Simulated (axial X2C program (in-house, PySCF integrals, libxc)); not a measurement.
## Potential curves of SnS, scalar-relativistic

Computed with an in-house relativistic program for diatomic molecules. Spin-free means the one-electron spin-free X2C Hamiltonian. Basis: Sn dyall-cv3z [11s12p9d4f1g], S dyall-av3z [9s8p3d2f] (cores contracted in-house); Gaussian nuclei, density fitting, unrestricted open shells. Masses: Sn 119.902 u, S 31.972 u.

State: M_S = 0, Λ = 0 (closed shell). Energies in eV from the fragments at the same level (Sn + S). Fits are polynomials in 1 − R0/R over 0.85 to 1.23 times the lowest point R0.

```json
{"R (Å)": "1.9262", "HF": "-1.2212", "MP2": "-3.4068"}
{"R (Å)": "2.0147", "HF": "-2.0435", "MP2": "-4.3054"}
{"R (Å)": "2.0812", "HF": "-2.3836", "MP2": "-4.7065"}
{"R (Å)": "2.1476", "HF": "-2.5430", "MP2": "-4.9299"}
{"R (Å)": "2.2140", "HF": "-2.5629", "MP2": "-5.0166"}
{"R (Å)": "2.2915", "HF": "-2.4526", "MP2": "-4.9873"}
{"R (Å)": "2.3690", "HF": "-2.2366", "MP2": "-4.8541"}
{"R (Å)": "2.4686", "HF": "-1.8527", "MP2": "-4.5762"}
{"R (Å)": "2.5904", "HF": "-1.2851", "MP2": "-4.1285"}
{"R (Å)": "2.7675", "HF": "-0.3836", "MP2": "-3.3354"}
```

Correlated methods: 10 electrons correlated (number of frozen shells: Sn 4 s, 3 p, 2 d; S 2 s, 1 p), 258 virtual spin orbitals or spinors in MP2.

The state is a single determinant with fixed occupations, the lowest that a limited PBE0 search found. The closed shell is kept restricted, so the energy runs too high when the bond is stretched far. De is counted from the lowest determinant-based energies of the atoms at the same level, without counterpoise correction. With the outer-core shells frozen, correlated bond lengths of heavy atoms tend to come out a few hundredths of an ångström too long. Spin-free De lacks the spin–orbit lowering of the heavy p-block atom, a tenth of an eV or more for 4p and 5p, up to an eV for 6p and one to two eV for 7p atoms, less what an open-shell molecule gains itself. MP2 and coupled cluster on one determinant become unreliable at the stretched end.

(1) Fit the HF curve near its minimum: give the equilibrium distance, the harmonic wavenumber and the well depth.

(2) What are Re, ωe and De at the MP2 level?

Results:

(1) At HF, spin-free: Re = 2.191 Å, ωe ≈ 534 cm⁻¹, De = 2.57 eV to Sn + S; Be follows as 0.139 cm⁻¹.

(2) At MP2, spin-free: Re = 2.234 Å, ωe ≈ 485 cm⁻¹, De = 5.02 eV to Sn + S; Be follows as 0.134 cm⁻¹.
